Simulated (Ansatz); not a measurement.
Basis sets compared for As(SMe)3 (C₃H₉AsS₃). Charge 0, multiplicity 1. Geometry PBE-D4/def2-SVP. Ansatz on 4 threads of Arm Neoverse V1 on a shared host; times are rough, and most runs start from earlier orbitals.

Cartesian coordinates in Å:
```
As -0.180 0.113 -0.081
S 1.627 -0.357 -1.376
C 1.766 1.243 -2.262
H 0.835 1.497 -2.805
H 2.584 1.121 -2.999
H 2.033 2.060 -1.564
S -0.422 -1.975 0.781
C -1.507 -2.692 -0.513
H -2.444 -2.114 -0.634
H -1.762 -3.715 -0.173
H -0.975 -2.760 -1.482
S 0.980 0.977 1.671
C -0.432 1.556 2.689
H -1.075 2.269 2.136
H 0.007 2.077 3.562
H -1.037 0.701 3.050
```

The 6-31G sets use Cartesian d functions. B3LYP takes the VWN-RPA correlation.

Binding counts from free atoms (As quartet, S triplet, C triplet, H doublet) in the same basis, without a counterpoise term.

| level | functions | energy (Eh) | HOMO (eV) | LUMO (eV) | binding per atom (eV) | wall time |
| --- | --- | --- | --- | --- | --- | --- |
| PBE-D4/def2-SVP | 173 | -3548.5007 | -5.15 | -1.50 | 3.68 | 2.5 s |
| PBE-D4/def2-TZVP | 306 | -3549.3341 | -5.29 | -1.70 | 3.68 | 5 s |
| B3LYP-D4/6-31G | 113 | -3549.8306 | -6.28 | -1.20 | 3.39 | 2.7 s |
| B3LYP-D4/def2-TZVP | 306 | -3550.4541 | -6.18 | -1.09 | 3.59 | 11 s |
| PBE0-D4/def2-SVP | 173 | -3548.6814 | -6.32 | -0.74 | 3.60 | 4.1 s |
| PBE0-D4/def2-TZVP (with forces) | 306 | -3549.5072 | -6.39 | -0.90 | 3.61 | 17 s |

(1) Estimate the rows for PBE-D4/def2-TZVPD, B3LYP-D4/def2-TZVPD, PBE0-D4/def2-TZVPD.

## Answers

(1) 
```csv
level,functions,energy (Eh),HOMO (eV),LUMO (eV),binding per atom (eV),wall time
PBE-D4/def2-TZVPD,384,-3549.3373,-5.35,-1.81,3.68,10 s
B3LYP-D4/def2-TZVPD,384,-3550.4570,-6.24,-1.23,3.59,21 s
PBE0-D4/def2-TZVPD,384,-3549.5099,-6.43,-1.03,3.61,19 s
```
